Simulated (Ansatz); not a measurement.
System: H$_{3}$BO$_{2}$, charge 0, singlet. H3BO2 (boronic acid, SMILES OBO).
B3LYP-D3(BJ)/def2-TZVP minimum from Ansatz (a program for electronic structure):
```xyz
6

B     -0.3227    -0.2778    -0.2299
H     -1.1017    -1.0063    -0.7652
O     -0.2757     1.0188    -0.6262
H      0.3804     1.5358    -0.1424
O      0.5156    -0.7067     0.7611
H      0.4151    -1.6373     0.9783
```

Atomisation energy term by term, kcal/mol (programs: Ansatz). UHF or UKS for unpaired electrons; spin-orbit terms are left out. Cores are frozen in correlated methods. Rows without X2C or -DK are non-relativistic. CBS(X,Y): correlation extrapolated as X^-3, Hartree-Fock from the larger set (Q,5: extrapolated as (X+1)exp(-9√X)). A bracket is a step between two methods taken in the basis named. '+ core + X2C': CCSD(T) terms for core correlation (cc-pwCVTZ) and scalar relativity (cc-pVTZ-DK). For partners of very few electrons the exact lower level stands in for a higher one.

```
term                               basis  kcal/mol
------------------  --------------------  --------
Hartree-Fock        CBS(cc-pVQZ,cc-pV5Z)    429.16
CCSD correlation    CBS(cc-pVQZ,cc-pV5Z)    146.96
(T)                 CBS(cc-pVQZ,cc-pV5Z)      9.59
CCSDT(Q) - CCSD(T)               cc-pVTZ      0.04
core correlation               cc-pwCVTZ      2.14
scalar relativity        X2C, cc-pVTZ-DK     -0.64
sum: De                                      587.3
```

The step beyond CCSD(T) by other levels: CCSDT(Q) in cc-pVDZ 0.62 kcal/mol.
